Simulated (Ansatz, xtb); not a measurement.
## Relative energy of two isomers of BrGeH6NSi

Structure I is `N[SiH2][GeH2][Br]`, a singlet and structure II is `N[Si@@H]([GeH3])Br`, a singlet. Both are isolated molecules in the gas phase, relaxed with r2SCAN-D4/def2-SVP; the shapes shown needn't be the lowest conformers.

I (Å):

```xyz
10

Br    0.6783    1.4199   -1.2088
Ge    0.4297   -0.6675   -0.1622
N    -2.2195   -0.7061   -2.0631
Si   -0.9746   -1.8436   -1.6827
H    -1.9388    0.2410   -2.3072
H    -3.0317   -0.9941   -2.6012
H    -1.5887   -3.0453   -1.0414
H    -0.0963   -2.3318   -2.7996
H     1.8573   -1.2056    0.0279
H    -0.1844   -0.3601    1.2130
```

II (Å):

| atom | x (Å) | y (Å) | z (Å) |
| --- | --- | --- | --- |
| Br | 2.6907 | 0.1960 | -0.7812 |
| Ge | -0.0539 | -0.7990 | 1.5023 |
| N | -0.3941 | -0.7156 | -1.8289 |
| Si | 0.4243 | 0.1769 | -0.6053 |
| H | -0.4348 | -0.3452 | -2.7754 |
| H | -0.3100 | -1.7285 | -1.8499 |
| H | 0.0107 | 1.6000 | -0.7444 |
| H | -1.5503 | -0.6941 | 1.8396 |
| H | 0.3268 | -2.2883 | 1.4556 |
| H | 0.7580 | -0.1231 | 2.6145 |

Q: Which of the two would you expect CCSD(T)/def2-SVP + ΔMP2/def2-TZVPP electronic energies to favour?

A: Structure II; the calculation gives E(II) − E(I) = −0.241 eV.

How the difference moves with the method:

```json
{"level": "GFN2-xTB", "geometry": "GFN2-xTB", "E(II) − E(I) (eV)": "+0.401", "departure from the last row (eV)": "+0.642", "job, with rough time for the two": "optimisation, 0.27 s"}
{"level": "HF/STO-3G", "geometry": "GFN2-xTB", "E(II) − E(I) (eV)": "−0.374", "departure from the last row (eV)": "−0.133", "job, with rough time for the two": "single point, 0.58 s"}
{"level": "r2SCAN-D4/def2-SVP//GFN2-xTB", "geometry": "GFN2-xTB", "E(II) − E(I) (eV)": "−0.268", "departure from the last row (eV)": "−0.027", "job, with rough time for the two": "single point, 2.7 s"}
{"level": "r2SCAN-D4/def2-SVP", "geometry": "r2SCAN-D4/def2-SVP", "E(II) − E(I) (eV)": "−0.282", "departure from the last row (eV)": "−0.041", "job, with rough time for the two": "optimisation, 27 s"}
{"level": "HF/def2-SVP", "geometry": "r2SCAN-D4/def2-SVP", "E(II) − E(I) (eV)": "−0.176", "departure from the last row (eV)": "+0.065", "job, with rough time for the two": "part of the CCSD(T) run"}
{"level": "MP2/def2-SVP", "geometry": "r2SCAN-D4/def2-SVP", "E(II) − E(I) (eV)": "−0.257", "departure from the last row (eV)": "−0.016", "job, with rough time for the two": "part of the CCSD(T) run"}
{"level": "CCSD(T)/def2-SVP", "geometry": "r2SCAN-D4/def2-SVP", "E(II) − E(I) (eV)": "−0.241", "departure from the last row (eV)": "0.000", "job, with rough time for the two": "single point"}
{"level": "CCSD(T)/def2-SVP + ΔMP2/def2-TZVPP", "geometry": "r2SCAN-D4/def2-SVP", "E(II) − E(I) (eV)": "−0.241", "departure from the last row (eV)": "", "job, with rough time for the two": "single point, 39 s"}
```

As drawn, II has 1 Br–Si, 1 Ge–H in place of 1 Br–Ge, 1 Si–H.

GFN2-xTB puts the two in the other order. The largest departure from CCSD(T)/def2-SVP + ΔMP2/def2-TZVPP is that of GFN2-xTB, 0.642 eV. A small imaginary or near-zero mode remains, so no thermal terms are given. The last row adds to CCSD(T) the change of the MP2 difference between the two basis sets, here 0.000 eV.

The correlated steps freeze 24 core orbitals; the filled d shell of Br and Ge is correlated, in a basis made for valence electrons. Programs: Ansatz 0.2.0, xtb 6.7.1; the last row on 2 threads of Intel(R) Xeon(R) 6975P-C (Granite Rapids) on a shared host.
